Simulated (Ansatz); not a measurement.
Reactions of `F[SiH](S)[GeH3]`.

Program: Ansatz. Geometries: PBE0-D4/def2-TZVP. ΔE: electronic, gas phase. CCSD(T)/CBS is the MP2 limit (def2-TZVPP, def2-QZVPP) plus CCSD(T) − MP2 in def2-TZVPP, frozen cores. This one scheme is used for every species, atoms too. DFT in def2-TZVPP. Open shells (•) are unrestricted, without spin–orbit coupling. Spin–orbit coupling would lower the free atoms: a little for F, S, Si; clearly for Ge. Bonds to Ge are less sure, by a few kJ/mol each and by 10 to 20 or more in all where they break to atoms, as the def2 sets lack core-valence functions. Scalar relativity is left out up to krypton. Each species was taken in one conformer, which may not be the lowest.

| reaction | PBE-D4 (kJ/mol) | ωB97M-V (kJ/mol) | CCSD(T)/CBS(def2) (kJ/mol) |
| --- | --- | --- | --- |
| `F[SiH](S)[GeH3]` + `C=C[SiH2]O[SiH3]` → `C=C[SiH](F)[GeH3]` + `[SiH3]O[SiH2]S` | -1 | -1 | -2 |
| `F[SiH](S)[GeH3]` → F• + Ge• + 5 H• + S• + Si• | 2720 | 2726 | 2744 |
| `F[SiH](S)[GeH3]` + ethylene → `C=C[SiH](F)[GeH3]` + H₂S | 63 | 61 | 61 |
| `F[SiH](S)[GeH3]` + `[AlH3]` → `F[SiH]([AlH2])[GeH3]` + H₂S | 58 | 75 | 68 |
| `F[SiH](S)[GeH3]` → GeH₄ + `F[Si]S` | 154 | 145 | 159 |
| `F[SiH](S)[GeH3]` + H–F → `F[SiH](F)[GeH3]` + H₂S | -64 | -80 | -76 |
| `F[SiH](S)[GeH3]` → `[F][GeH3]` + `[SiH]S` | 257 | 253 | 264 |
| `F[SiH](S)[GeH3]` + fluoromethane → `FC[SiH](F)S` + GeH₄ | 32 | 21 | 28 |
| `F[SiH](S)[GeH3]` + H₂S → `F[SiH](S)S` + GeH₄ | -44 | -53 | -50 |
| `F[SiH](S)[GeH3]` → `[SH]`• + `F[SiH][GeH3]`• | 387 | 399 | 398 |

Largest T1 diagnostic: 0.016, for `[SiH]S`.
